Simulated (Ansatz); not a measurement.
Relaxation of CH₄GeS (7 atoms, charge 0, multiplicity 1), to a largest force component of 0.015 eV/Å in at most 40 steps.

Theory: RKS BHLYP-D4/def2-SVP (Ansatz 0.2.0).

```xyz
7
Properties=species:S:1:pos:R:3
C -0.885 0.667 -0.271
Ge 0.280 -0.152 0.964
S 1.688 -1.411 -0.177
H -1.412 -0.051 -0.857
H -0.352 1.339 -1.004
H -1.652 1.360 0.277
H 2.394 -1.819 1.022
```

Problem. Where does it end, and by what steps?

Solution. It converged. After 6 steps the energy has fallen by 0.502 eV; Ge2 moved furthest, 0.26 Å.

```
step  energy less start (eV)  largest force component (eV/Å)  accepted
   0                  0.0000                           3.111       yes
   1                 -0.4216                           1.191       yes
   2                 -0.4689                           0.479       yes
   3                 -0.4983                           0.137       yes
   4                 -0.5016                           0.075       yes
   5                 -0.5022                           0.018       yes
   6                 -0.5022                           0.002       yes
```

```xyz
7
Properties=species:S:1:pos:R:3
C -0.861 0.668 -0.262
Ge 0.254 -0.078 1.215
S 1.550 -1.281 -0.151
H -1.334 -0.136 -0.835
H -0.240 1.247 -0.954
H -1.640 1.320 0.138
H 2.332 -1.808 0.802
```

Whether the end is a true minimum wasn't checked by a vibrational analysis.

The run took 59 s on 1 thread of Intel(R) Xeon(R) Processor @ 2.50GHz (Skylake/Cascade Lake), with other jobs on the host, peak memory 0.18 GiB.
